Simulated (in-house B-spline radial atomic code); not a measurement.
The tin ion Sn²⁺: [Kr] 4d10 5s2

Computed with a B-spline radial code for spherical atoms: non-relativistic TPSSh, spin-polarised, spherical fractional occupations, exact exchange averaged over the configuration, point nucleus.

Z_r = [3n² - l(l+1)]/(2<r>); Z_e = n√(-2ε); the last column is Slater's effective charge. Values are occupation-weighted means over spin.

| shell | electrons | ε (eV) | <r> (bohr) | Z_r | Z_e | Slater |
| --- | --- | --- | --- | --- | --- | --- |
| 1s | 2 | -28051 | 0.03041 | 49.32 | 45.41 | 49.70 |
| 2s | 2 | -4162.9 | 0.1314 | 45.68 | 34.98 | 45.85 |
| 2p | 6 | -3892.3 | 0.1121 | 44.60 | 33.83 | 45.85 |
| 3s | 2 | -820.34 | 0.352 | 38.35 | 23.29 | 38.75 |
| 3p | 6 | -708.43 | 0.3433 | 36.41 | 21.65 | 38.75 |
| 3d | 10 | -502.03 | 0.3147 | 33.37 | 18.22 | 28.85 |
| 4s | 2 | -145.03 | 0.8496 | 28.25 | 13.06 | 22.25 |
| 4p | 6 | -107.61 | 0.8996 | 25.57 | 11.25 | 22.25 |
| 4d | 10 | -45.713 | 1.081 | 19.43 | 7.33 | 10.85 |
| 5s | 2 | -25.266 | 2.3 | 16.31 | 6.81 | 6.35 |

The least bound orbital is 5s at -25.27 eV, and it is also the most diffuse (<r> = 2.3 bohr).
